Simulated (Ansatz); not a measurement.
Ansatz (a quantum-chemistry and plane-wave program) job for VOBr, SMILES [V]([Br])=[O] (connectivity only; charge and spin as stated), neutral, multiplicity 3, PBE0/def2-TZVPD. Coordinates come from a B3LYP-D3(BJ)/def2-TZVP optimisation. The multiplicity is an assumed one; other spin states were not compared.

Ansatz 0.2 input:
```yaml
crystal:
  periodic: [false, false, false]
  atoms:
    - {symbol: V, position_ang: [0.27004307, 1.09944733, 0.00000000]}
    - {symbol: O, position_ang: [-0.49142132, 2.48530403, 0.00000000]}
    - {symbol: Br, position_ang: [-0.06513200, -1.29056345, 0.00000000]}
basis:
  gaussian:
    orbitals: def2-TZVPD
hamiltonian:
  xc: {name: PBE0}
magnetization: {spin_polarized: true, initial_magnetization: 2}
```

Output:

```
WARN ansatz: RAYON_NUM_THREADS=1 ignored (pool sized by the plan → 1); use --threads N
Functional definition: PBE0
integrals: 0.08 GiB planned
1163 factors; their error is unknown
mean field: 0.97 GiB planned
mean field evaluation 1: about -97760.2571 eV, gradient 4.4e1 eV
mean field evaluation 2: about -97650.5994 eV, gradient 1.7e2 eV
mean field evaluation 4: about -97766.8652 eV, gradient 1.0e1 eV
mean field evaluation 8: about -97767.2905 eV, gradient 2.4e-1 eV
mean field evaluation 16: about -97767.7434 eV, gradient 9.9e-3 eV
mean field evaluation 32: about -97767.7434 eV, gradient 4.3e-5 eV
mean field -97767.74338881 eV, -3592.8983001823 hartree, gradient 2.4e-5 eV, S^2 2.052364; 5 other end points of the search recorded, 0 dependent functions left out
reference -97767.74343177 eV, -3592.8983017607 hartree; 34, 32 occupied and 111, 113 virtual orbitals, 1163 factors
Total energy: -97767.74343177 eV, -3592.8983017607 hartree
```

The calculation finished and met its thresholds.

Cost: about 13 core-seconds (a rough figure).
